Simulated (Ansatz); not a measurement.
Diatomic BeCd, multiplicity 3 (an upper state: multiplicity 1 came lower at CCSD(T)/def2-TZVPP on PBE0 minima). No spin–orbit coupling.

Constants: fifth-degree fit in 1/R to seven points, most abundant isotopes. Runs in def2 and cc sets follow the lowest solution found near the PBE0 minimum.

Correlated levels freeze the inner cores; with def2 sets outer-core shells near the valence are correlated too.

Programs: Ansatz (Gaussian orbitals). Values without a source in brackets are computed. In def2 rows elements past Kr take small-core potentials, without spin–orbit coupling.

Question: What bond length and harmonic frequency does PBE0/def2-TZVPP give?

Answer: r_e = 2.341 Å, ω_e = 406 cm⁻¹.

Question: What bond length and harmonic frequency does CCSD/def2-TZVPP give?

Answer: r_e = 2.374 Å, ω_e = 384 cm⁻¹.

Question: What bond length and harmonic frequency does CCSD(T)/def2-TZVPP give?

Answer: r_e = 2.367 Å, ω_e = 388 cm⁻¹.

Ansatz is a quantum-chemistry and plane-wave program.
